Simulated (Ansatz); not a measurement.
Species: Si$_{2}$H$_{4}$, charge 0, singlet. Si2H4 (SMILES [SiH][SiH3]).
B3LYP-D3(BJ)/def2-TZVP minimum from Ansatz (a first-principles code):
```
Si
H 1 1.4846
H 1 1.4893 2 107.80
H 1 1.4893 2 107.80 3 116.32
Si 1 2.3971 2 114.30 3 -121.84
H 5 1.5236 1 88.28 2 -180.00
```

Hartree-Fock and CCSD(T) correlation energies in hartree (Ansatz). Radicals and triplets start from unrestricted determinants; spin-orbit coupling is neglected. Cores are frozen in correlated methods. No relativity. The restricted determinant of H4Si2 ([SiH][SiH3], singlet) is unstable towards broken spin symmetry in at least one set run.

| basis | X | E(HF) | E(corr, CCSD(T)) |
|---|---|---|---|
| cc-pV(T+d)Z | 3 | -580.14545 | -0.28842 |
| cc-pV(Q+d)Z | 4 | -580.15147 | -0.30227 |
| cc-pV(5+d)Z | 5 | -580.15264 | withheld |

Fit E(corr) = E∞ + A/X³ to X = 3 and 4, predict X = 5, and compare with the run.

A = (-0.28842 - (-0.30227))/(1/27 - 1/64) = 0.6468; E∞ = -0.30227 - A/64 = -0.31238; at X = 5, E∞ + A/125 = -0.30720. The run gave -0.30662, 0.58 mEh above the prediction. The same form on X = 4 and 5 gives E∞ = -0.31118, 1.19 mEh above the first estimate.
